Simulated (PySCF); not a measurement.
Magnetic shielding above rings: a mixed set.

Definitions: NICS(0) = −σiso at the ring centroid; NICS(1) = −σiso and NICS(1)zz = −σzz at ±1 Å along the ring normal z. Level: GIAO PBE0/pcSseg-1 (PySCF, non-relativistic, gas phase) on the GFN2-xTB geometries, one conformer each. Atom numbers follow the mapped SMILES.

Problem. Order these rings by mean NICS(1)zz, lowest (most negative) first (ppm).
A. ring C3–C4–C5–C8–O9–Si10 in `[CH:1]#[C:2][C@@H:3]1[CH:4]=[C:5]([S:6][CH3:7])[CH2:8][O:9][SiH2:10]1`
B. ring Si2–Si3–Si4–Si5–Si6 in `[NH2:1][Si@@H:2]1[SiH2:3][SiH2:4][SiH2:5][Si@@H:6]1[O:7][SiH3:8]`
C. ring C3–P4–C5–P7–C8 in `[CH3:1][O:2][c:3]1[p-:4][c:5]([CH3:6])[p:7][c:8]1[CH3:9]` (charge -1)
D. ring C4–C5–C6–C7–C8–N9 in `[CH3:1][P@@H:2](=[S:3])[c:4]1[cH:5][cH:6][cH:7][cH:8][n:9]1`
E. ring Si2–Si3–Si4–Si5–Si6–Si7 in `[NH2:1][Si@@H:2]1[SiH2:3][SiH2:4][SiH2:5][SiH2:6][Si@H:7]1[OH:8]`
F. ring C3–N4–N5–N6–C7 in `[CH2:1]=[CH:2][c:3]1[n:4][nH:5][n:6][c:7]1[SiH3:8]`

Solution. F (-32.4), D (-28.3), C (-23.1), A (0.1), B (2.0), E (5.1).

```json
{"SMILES": "C=Cc1n[nH]nc1[SiH3]", "ring": "5-membered ring with 3 N; formal bonds all aromatic", "NICS(0)": "-12.6", "NICS(1)": "-12.9", "NICS(1)zz": "-32.4", "HOMA": "0.94", "rms pucker (Å)": "0.00", "ring atoms with four or more neighbours": "0"}
{"SMILES": "C[P@@H](=S)c1ccccn1", "ring": "6-membered ring with N; formal bonds all aromatic", "NICS(0)": "-7.3", "NICS(1)": "-11.5", "NICS(1)zz": "-28.3", "HOMA": "1.00", "rms pucker (Å)": "0.00", "ring atoms with four or more neighbours": "0"}
{"SMILES": "COc1[p-]c(C)pc1C", "ring": "5-membered ring with 2 P; formal bonds all aromatic", "NICS(0)": "-10.4", "NICS(1)": "-9.7", "NICS(1)zz": "-23.1", "HOMA": "0.74", "rms pucker (Å)": "0.00", "ring atoms with four or more neighbours": "0"}
{"SMILES": "C#C[C@@H]1C=C(SC)CO[SiH2]1", "ring": "6-membered ring with O and Si; formal bonds 1 double, 5 single", "NICS(0)": "-2.1", "NICS(1)": "-2.6", "NICS(1)zz": "0.1", "HOMA": "–", "rms pucker (Å)": "0.25", "ring atoms with four or more neighbours": "3"}
{"SMILES": "N[Si@@H]1[SiH2][SiH2][SiH2][Si@@H]1O[SiH3]", "ring": "5-membered ring with 5 Si; formal bonds all single", "NICS(0)": "-0.8", "NICS(1)": "-1.7", "NICS(1)zz": "2.0", "HOMA": "–", "rms pucker (Å)": "0.13", "ring atoms with four or more neighbours": "5"}
{"SMILES": "N[Si@@H]1[SiH2][SiH2][SiH2][SiH2][Si@H]1O", "ring": "6-membered ring with 6 Si; formal bonds all single", "NICS(0)": "-0.1", "NICS(1)": "-0.4", "NICS(1)zz": "5.1", "HOMA": "–", "rms pucker (Å)": "0.41", "ring atoms with four or more neighbours": "6"}
```

NICS(0) gives another order. The isotropic NICS(1) gives the same order. HOMA uses Krygowski's 1993 parameters; it is left out where a ring has a four-coordinate atom, a triple bond, no multiple bond or a kind of bond without parameters. NICS(1) and NICS(1)zz are means over the two faces.
